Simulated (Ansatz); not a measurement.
Born–Oppenheimer molecular dynamics of C$_{2}$H$_{10}$FNSi$_{2}$ (16 atoms, charge 0, multiplicity 1). It starts from a relaxed structure.

Theory: RKS PBE-D4/STO-3G in Ansatz 0.2.0.

* ensemble: NVT, Langevin thermostat
* time step: 0.5 fs
* steps asked: 347
* set temperature: 700 K
* friction: 0.005 /fs
* seed: 286835

First frame:

```xyz
16
Properties=species:S:1:pos:R:3
C 0.816 -2.148 0.549
Si 0.844 -0.727 -0.683
C 0.074 0.856 0.120
N 0.308 1.995 -0.896
F 0.692 1.145 1.379
Si -1.845 0.707 0.303
H 1.293 -3.049 0.129
H -0.217 -2.416 0.829
H 1.355 -1.881 1.473
H 2.219 -0.436 -1.071
H 0.084 -1.085 -1.873
H 1.372 2.138 -0.896
H -0.011 2.882 -0.382
H -2.438 0.284 -0.957
H -2.405 1.992 0.694
H -2.165 -0.280 1.324
```

(1) How far do the bonds stretch over the last three quarters of this one trajectory? (Pairs bonded in most of those frames.)

## Answers

(1) 
```
   bond  mean (Å)  spread (Å)  shortest  longest
 C1–Si2     1.888       0.031      1.82     1.95
  C1–H7     1.107       0.034      1.04     1.17
  C1–H8     1.106       0.025      1.06     1.16
  C1–H9     1.106       0.022      1.05     1.15
 Si2–C3     1.948       0.045      1.86     2.04
Si2–H10     1.461       0.018      1.42     1.50
Si2–H11     1.466       0.047      1.38     1.55
  C3–N4     1.560       0.037      1.50     1.62
  C3–F5     1.433       0.028      1.38     1.48
 C3–Si6     1.944       0.050      1.86     2.04
 N4–H12     1.085       0.047      0.98     1.22
 N4–H13     1.079       0.022      1.03     1.12
Si6–H14     1.463       0.035      1.40     1.54
Si6–H15     1.461       0.031      1.40     1.52
Si6–H16     1.460       0.026      1.40     1.52
```

Mean temperature of the second half: 401 K. The mean temperature of the second half is 43 % below the set value. A run of 0.17 ps of so small a system gives no equilibrium averages. Limits of this set-up: minimal basis.

Run time: 15 min on 1 thread of Arm Neoverse V2, on a shared host, peak memory 0.092 GiB.
